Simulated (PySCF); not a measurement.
Input for PySCF: R-M06-2X/def2-TZVPP on H4OSiSn (SMILES [OH][Sn][SiH3]), a point of a torsion scan. Elements past Kr take the def2 small-core potentials; no spin–orbit coupling.

```python
from pyscf import gto, dft

mol = gto.M(
    atom='''
    O     2.45926851   -0.07342895   -0.34141049
    Sn    0.85658087   -1.24377510    0.05887946
    Si    0.63350507   -0.52371994    2.58341627
    H     2.72118687    0.76128899    0.03676811
    H     0.63228807    0.94020182    2.82133448
    H    -0.52361508   -0.96706249    3.38897875
    H     1.77837446   -0.97718646    3.40781357
    ''',
    basis='def2-tzvpp',
    ecp={'Sn': 'def2-tzvpp'},
    charge=0, spin=0, verbose=4, max_memory=1800)
mf = dft.RKS(mol, xc='m062x').density_fit(auxbasis='def2-universal-jkfit')
mf.grids.level = 4
mf.conv_tol = 1e-9
mf.max_cycle = 150
mf.kernel()
mf.dip_moment()
```

Program output:

```
PySCF version 2.14.0

[INPUT] verbose = 4
[INPUT] num. atoms = 7
[INPUT] num. electrons = 48
[INPUT] charge = 0
[INPUT] spin (= nelec alpha-beta = 2S) = 0
[INPUT] symmetry False subgroup None
[INPUT] Mole.unit = angstrom
[INPUT] Symbol           X                Y                Z      unit          X                Y                Z       unit  Magmom
[INPUT]  1 O      2.459268510000  -0.073428950000  -0.341410490000 AA    4.647343950667  -0.138760605114  -0.645172322154 Bohr   0.0
[INPUT]  2 Sn     0.856580870000  -1.243775100000   0.058879460000 AA    1.618703247842  -2.350394299554   0.111266053762 Bohr   0.0
[INPUT]  3 Si     0.633505070000  -0.523719940000   2.583416270000 AA    1.197151080823  -0.989687252574   4.881949216045 Bohr   0.0
[INPUT]  4 H      2.721186870000   0.761288990000   0.036768110000 AA    5.142297918062   1.438627692747   0.069481658018 Bohr   0.0
[INPUT]  5 H      0.632288070000   0.940201820000   2.821334480000 AA    1.194851284130   1.776723941618   5.331549472992 Bohr   0.0
[INPUT]  6 H     -0.523615080000  -0.967062490000   3.388978750000 AA   -0.989489095892  -1.827483251440   6.404241679471 Bohr   0.0
[INPUT]  7 H      1.778374460000  -0.977186460000   3.407813570000 AA    3.360640676321  -1.846614782033   6.439834330876 Bohr   0.0

nuclear repulsion = 164.720396706825
number of shells = 65
number of NR pGTOs = 264
number of NR cGTOs = 179
basis = def2-tzvpp
ecp = {'Sn': 'def2-tzvpp'}


******** <class 'pyscf.df.df_jk.DFRKS'> ********
method = DFRKS
initial guess = minao
damping factor = 0
level_shift factor = 0
DIIS = <class 'pyscf.scf.diis.CDIIS'>
diis_start_cycle = 1
diis_space = 8
diis_damp = 0
SCF conv_tol = 1e-09
SCF conv_tol_grad = None
SCF max_cycles = 150
direct_scf = False
XC library pyscf.dft.libxc version 7.1.2
    S. Lehtola, C. Steigemann, M. J. T. Oliveira, and M. A. L. Marques,  SoftwareX 7, 1–5 (2018)
XC functionals = m062x
    Y. Zhao and D. G. Truhlar,  Theor. Chem. Acc. 120, 215 (2008)
    Y. Zhao and D. G. Truhlar,  Theor. Chem. Acc. 120, 215 (2008)
radial grids:
    Treutler-Ahlrichs [JCP 102, 346 (1995); DOI:10.1063/1.469408] (M4) radial grids

becke partition: Becke, JCP 88, 2547 (1988); DOI:10.1063/1.454033
pruning grids: <function nwchem_prune>
grids dens level: 4
symmetrized grids: False
atomic radii adjust function: <function treutler_atomic_radii_adjust>
small_rho_cutoff = 0
Set gradient conv threshold to 3.16228e-05
Initial guess from minao.
tot grids = 152144
******** <class 'pyscf.df.df.DF'> ********
auxbasis = def2-universal-jkfit
init E= -544.246396386844
  HOMO = -0.574651507980623  LUMO = -0.549984921070002  gap/eV = 0.67121
cycle= 1 E= -579.479499221926  delta_E= -35.2  |g|= 2.75  |ddm|= 30.8
  HOMO = -0.10066976869349  LUMO = -0.0710558730285116  gap/eV = 0.80584
cycle= 2 E= -568.328092276856  delta_E= 11.2  |g|= 5.58  |ddm|= 19.1
  HOMO = -0.183707543529827  LUMO = -0.0853043042936037  gap/eV = 2.67769
cycle= 3 E= -580.846234713644  delta_E= -12.5  |g|= 1.51  |ddm|= 17.9
  HOMO = -0.24612059536892  LUMO = -0.0895264543059129  gap/eV = 4.26114
cycle= 4 E= -581.293943812785  delta_E= -0.448  |g|= 0.552  |ddm|= 1.35
  HOMO = -0.265641431970298  LUMO = -0.0688308217814602  gap/eV = 5.35549
cycle= 5 E= -581.340682919791  delta_E= -0.0467  |g|= 0.111  |ddm|= 0.367
  HOMO = -0.268339155293932  LUMO = -0.0767953159833912  gap/eV = 5.21217
cycle= 6 E= -581.345152325242  delta_E= -0.00447  |g|= 0.046  |ddm|= 0.202
  HOMO = -0.27197022207905  LUMO = -0.0794706044754633  gap/eV = 5.23818
cycle= 7 E= -581.345674629221  delta_E= -0.000522  |g|= 0.0115  |ddm|= 0.0524
  HOMO = -0.271333307160023  LUMO = -0.0785659196066785  gap/eV = 5.24547
cycle= 8 E= -581.345706660445  delta_E= -3.2e-05  |g|= 0.0039  |ddm|= 0.0181
  HOMO = -0.271321645372087  LUMO = -0.0783804044487115  gap/eV = 5.25020
cycle= 9 E= -581.345710757397  delta_E= -4.1e-06  |g|= 0.00091  |ddm|= 0.00448
  HOMO = -0.271281277205664  LUMO = -0.0782937395807286  gap/eV = 5.25146
cycle= 10 E= -581.345711184807  delta_E= -4.27e-07  |g|= 0.000386  |ddm|= 0.00197
  HOMO = -0.271291254612088  LUMO = -0.0783070477617989  gap/eV = 5.25137
cycle= 11 E= -581.345711237471  delta_E= -5.27e-08  |g|= 0.000107  |ddm|= 0.000633
  HOMO = -0.271294453090787  LUMO = -0.0783144438404431  gap/eV = 5.25125
cycle= 12 E= -581.3457112436  delta_E= -6.13e-09  |g|= 4.07e-05  |ddm|= 0.000233
  HOMO = -0.271292524872602  LUMO = -0.0783123878513449  gap/eV = 5.25126
cycle= 13 E= -581.345711244415  delta_E= -8.15e-10  |g|= 1.4e-05  |ddm|= 8.48e-05
  HOMO = -0.271293270384892  LUMO = -0.0783135211004887  gap/eV = 5.25125
Extra cycle  E= -581.345711244506  delta_E= -9.11e-11  |g|= 1.06e-05  |ddm|= 3.28e-05
converged SCF energy = -581.345711244506
Dipole moment(X, Y, Z, Debye): -1.28049, -0.28672, -0.35912
```

Self-consistency was reached.

Cost: about 50 core-seconds (a rough figure).
